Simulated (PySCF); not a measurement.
Protonation sites of methyl bromide

Parent: methyl bromide, `CBr` (CH3Br). Numbering: `[CH3:1][Br:2]`

Energies: ωB97X-D3(BJ)/def2-TZVP (PySCF, density fitting, integration grid level 2) on PBE0-D3(BJ)/def2-SVP structures. Thermal corrections: PBE0-D3(BJ)/def2-SVP frequencies, unscaled, ideal gas at 298.15 K and 1 bar, quasi-RRHO entropy.

```tsv
site	product	PA / kcal/mol	GB / kcal/mol
Br2 (bromine)	C[BrH+]	160.1	154.0
```

PA is −ΔH and GB is −ΔG of B + H⁺ → BH⁺ in the gas phase. Sites whose products fell apart, merged with another or lost in a GFN2-xTB screen aren't listed.

In diethyl ether the product from Br2 is solvated 49.7 kcal/mol more strongly than the parent (electrostatics only).

In water the product from Br2 is solvated 64.2 kcal/mol more strongly than the parent (electrostatics only).

Measured values (NIST Chemistry WebBook, evaluated or the median of agreeing entries): proton affinity (−ΔH) 664 kJ/mol (computed 670, difference 6); gas-phase basicity (−ΔG) 638 kJ/mol (computed 644, difference 6).

Note: atoms from Ga to Kr are treated without relativity; the best site listed is a halogen, a weak base; protonation of a C–C, C–H or other σ bond isn't listed and may be favoured.

Run with `OMP_NUM_THREADS=1 python redox_run.py task.json out` on 1 thread of Intel Xeon Platinum 8488C, a shared host. Structures, frequencies and single points: 64 s of wall time.
